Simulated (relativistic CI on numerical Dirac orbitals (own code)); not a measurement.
**Forbidden lines of La XII**

Method of calculation: Dirac-Coulomb-Breit CI, KLI orbitals optimised for each configuration, a model potential for QED, unscaled Slater integrals (own radial code, finite nucleus).

Configuration list (outside the closed core [Ar] 3d10): 4s2.4p6.4d10, 4s2.4p6.4d9.4f, 4s2.4p6.4d9.5s, 4s2.4p6.4d9.5p, 4s2.4p5.4d10.4f, 4s2.4p6.4d9.5d, 4s.4p6.4d10.4f, 4s2.4p6.4d9.6s, 4s2.4p6.4d9.5f, 4s2.4p6.4d9.6p, 4s2.4p5.4d10.5s, 4s2.4p6.4d9.6d, 4s2.4p6.4d9.5g, 4s2.4p6.4d9.7s, 4s2.4p5.4d10.5p, 4s2.4p6.4d9.6f, 4s2.4p6.4d9.7p, 4s2.4p5.4d10.5d, 4s.4p6.4d10.5s, 4s2.4p5.4d10.6s, 4p6.4d10.4f2, 4p6.4d9.4f3, 4p6.4d9.4f2.5s, 4p6.4d9.4f2.5p, 4p5.4d10.4f3, 4p6.4d9.4f2.5d. Double excitations out of closed p, d and f shells are left out; levels of such configurations are missing from the list, as are those of other unlisted configurations, and high levels can miss mixing partners. These lack a partner that the ground configuration has and come out too high: 4s2.4p6.4d9.6s, 4s2.4p6.4d9.5f, 4s2.4p6.4d9.6p, 4s2.4p5.4d10.5s, 4s2.4p6.4d9.6d.

```csv
λ vac (nm),Lower,Upper,Type,A (s⁻¹),E lower (cm⁻¹),E upper (cm⁻¹)
13.528,4s2.4p6.4d10 1S_0 [1],4s2.4p6.4d9.5s 1D_2 [5],E2,2.03e+06,0,739185
13.993,4s2.4p6.4d10 1S_0 [1],4s2.4p6.4d9.5s 3D_2 [3],E2,1.31e+06,0,714629
80.507,4s2.4p6.4d9.5s 3D_3 [2],4s2.4p6.4d9.4f 3H°_6 [9],E3,5.02e-04,709969,834183
242.95,4s2.4p6.4d9.4f 3H°_6 [9],4s2.4p6.4d9.4f 3G°_5 [23],M1,2.38e+02,834183,875344
374.84,4s2.4p6.4d9.4f 3H°_6 [9],4s2.4p6.4d9.4f 1H°_5 [16],M1,3.61e+01,834183,860861
439.97,4s2.4p6.4d9.4f 3H°_5 [10],4s2.4p6.4d9.4f 1H°_5 [16],M1,4.69e+00,838132,860861
451.15,4s2.4p6.4d9.4f 3F°_4 [14],4s2.4p6.4d9.4f 3G°_5 [23],M1,1.14e+01,853178,875344
499.41,4s2.4p6.4d9.5s 3D_2 [3],4s2.4p6.4d9.5s 3D_1 [4],M1,1.90e+02,714629,734653
690.46,4s2.4p6.4d9.4f 1H°_5 [16],4s2.4p6.4d9.4f 3G°_5 [23],M1,2.18e+01,860861,875344
893.49,4s2.4p6.4d9.4f 3H°_4 [12],4s2.4p6.4d9.4f 1H°_5 [16],M1,6.67e+00,849669,860861
2532.1,4s2.4p6.4d9.4f 3H°_6 [9],4s2.4p6.4d9.4f 3H°_5 [10],M1,1.31e+00,834183,838132
```

Terms are leading LS components. Brackets give the number of a level in order of energy, since labels repeat. The list gives strong lines, with weight on those to low levels, among the lowest 207 of 2686 levels, so that lines to higher ones, which can be the strongest, are missing. Levels whose partners in the same complex of configurations lie outside the list can be far off, and so can their lines. Rates are taken at the computed energies, electric ones in the length gauge.

At this charge energies of transitions that change n are usually good to better than 1 %, and those within a shell (Δn = 0) to a few per cent. Levels and lines within the n = 5 or 6 shells can be off by up to 10 % or somewhat more, and those that change n by about 2 %, since core polarisation is missing.

LS names give the leading component of a level, which can be under half, so a name can repeat, a term be missing and a line seem to break the LS rules.
